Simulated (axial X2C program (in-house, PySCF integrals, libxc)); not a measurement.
# TiBr: cheaper levels and CCSD(T), 2c

Computed with an axial X2C code built on PySCF integrals. Two-component (2c) means X2C with spin–orbit coupling and atomic mean-field two-electron Coulomb and Gaunt terms. Basis: Br dyall-cv3z [8s9p6d4f1g], Ti dyall-cv3z [10s10p6d4f2g] (cores contracted in-house); Gaussian nuclei, density fitting, unrestricted open shells. Masses: Br 78.918 u, Ti 47.948 u.

State: Ω = 3/2 (⟨Sz⟩ = -1.50, ⟨Lz⟩ = 3.00 at HF); fragments Br + Ti.

| level | Re (Å) | ωe (cm⁻¹) |
| --- | --- | --- |
| PBE0 | 2.401 | 310.4 |
| HF | 2.523 | 284.0 |
| MP2 | 2.470 | 293.7 |
| CCSD | 2.463 | 295.4 |

Correlated methods: 11 electrons correlated (number of frozen shells: Br 3 s, 2 p, 1 d; Ti 3 s, 2 p), 295 virtual spin orbitals or spinors in MP2, 90 natural virtuals in coupled cluster.

CCSD(T), same Hamiltonian and basis:

Re = 2.458 Å, ωe = 295.8 cm⁻¹, De = 3.40 eV; T1 = 0.025 (Lee–Taylor normalisation).

**Question.** Give the differences from CCSD(T) in the columns below.

**Answer.** 

```
level  ΔRe (Å)  Δωe (cm⁻¹)
 PBE0   -0.057        14.6
   HF    0.065       -11.8
  MP2    0.012        -2.1
 CCSD    0.005        -0.4
```

One determinant describes the state; a PBE0 search over occupations chose it and may have missed a lower one. Dissociation energies refer to the lowest single-determinant-based atoms at the same level and basis. De is not given where an atomic determinant may have missed its ground term or J level, or where the truncated virtual space spoils (T). Density functionals use the spin component along the axis (collinear). Coupled cluster ran in a truncated set of natural virtual spinors; the MP2 energy of the rest was added. (T) has no such correction and the atoms are truncated less, which lowers De at CCSD(T) by a hundredth of an eV or more. In 2c an atomic determinant is not the ground J level, so De misses part of the atomic spin–orbit lowering. This holds for CCSD(T). Other states lie close and PBE0, whose exact exchange favours high spin, may order them wrongly; the determinant shown need not be the ground state. The nearest other 2c determinant of the search, Ω = 9/2, lies 0.06 eV up at the distance of the search. Without a current term, density functionals place determinants with orbital angular momentum somewhat too high. With several unpaired electrons one determinant need not be a pure state. The outer-core s and p shells of the metal are frozen in the correlated rows, which leaves out core–valence correlation; for alkali and alkaline-earth bonds that tends to lengthen them. With the outer-core shells frozen, correlated bond lengths of heavy atoms tend to come out a few hundredths of an ångström too long.
